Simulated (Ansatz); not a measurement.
Reaction (formal exchange of groups at the Si–C bond): `C=CC[SiH](F)F` + `CBr` → `C[SiH](F)F` + `C=CCBr`

Computed with Ansatz on PBE0-D4/def2-TZVP structures; ΔE is electronic, products minus reactants. CCSD(T)/CBS adds triple-zeta CCSD(T) − MP2 to the extrapolated MP2 energy (def2 sets, frozen cores). DFT in def2-TZVPP. For Br outer-core shells are correlated without core-valence functions, which leaves a few kJ/mol of doubt a bond. Scalar relativity is left out up to krypton. One conformer a species, not always the lowest.

```
   level  ΔE (kcal/mol)
BHLYP-D4           -2.7
  revPBE           -3.1
```

**Question.** What does CCSD(T)/CBS give? (An estimate is asked.)

**Answer.** Computed: -3.2 kcal/mol. The listed levels differ from it by 0.5, 0.1 kcal/mol.

Largest T1 diagnostic among the species: 0.011.

At CCSD(T), def2-SVP lies +0.7 kcal/mol from the extrapolated value and def2-TZVPP +0.2 kcal/mol. Leaving LDA and LC-ωPBE aside and taking each functional with its dispersion term where it has one, the values, not all of them listed here, spread over 1.0 kcal/mol, from B97M-V to ωB97X-V.
